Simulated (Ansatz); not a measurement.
The cluster Mn₂Cu⁻. Total charge -1; quintet. Geometry PBE-D4/def2-TZVPD; atoms count from 1.

```xyz
3

Cu    1.3985   -0.4800   -0.0386
Mn   -1.1146   -0.7760   -0.1394
Mn   -0.2839    1.2560    0.1780
```

The charge -1 quintet is spin-contaminated (final ⟨S²⟩ up to 9.73, 6.00 for a pure state). The highest occupied level of the charge -1 quintet lies above zero (up to 0.44 eV). It is a level of α spin, whose loss leaves a quartet; that state wasn't run at this geometry and level. The electron is either unbound and held by the finite basis, or the level is raised by self-interaction error. The geometry of the quintet was relaxed on an unsound state (⟨S²⟩ 8.69, where a pure state has 6.00). At PBE0-D4/def2-TZVPD a multiplicity 9 of charge -1 lies 1.22 eV below the quintet, each at its own geometry. That multiplicity 9 is doubtful there (⟨S²⟩ 21.49, where a pure state has 20.00). The structure comes from a short search, and lower isomers may exist.

Problem. Estimate the Mulliken populations from the PBE0/def2-TZVPD orbitals of Ansatz.

Solution. 
```tsv
atom	charge (e)	spin (α − β)	d electrons
Cu1	-0.26	0.74	9.89
Mn2	-0.41	6.49	5.14
Mn3	-0.33	-3.23	5.75
```
Mulliken values and Mayer orders depend strongly on the basis. With diffuse functions, as here, like atoms can get unlike values, and bond orders can come out too low or too high.

Problem. Where does the spin sit?

Solution. Summed by element: Cu 0.74, Mn 3.26, of 4 unpaired in all. Largest on single atoms: Mn2 6.49, Mn3 -3.23, Cu1 0.74.

Problem. And the Mayer bond orders between bonded heavy atoms (over 0.3)?

Solution. Cu1–Mn2 0.73 (2.53 Å); Cu1–Mn3 0.92 (2.43 Å); Mn2–Mn3 1.58 (2.22 Å).
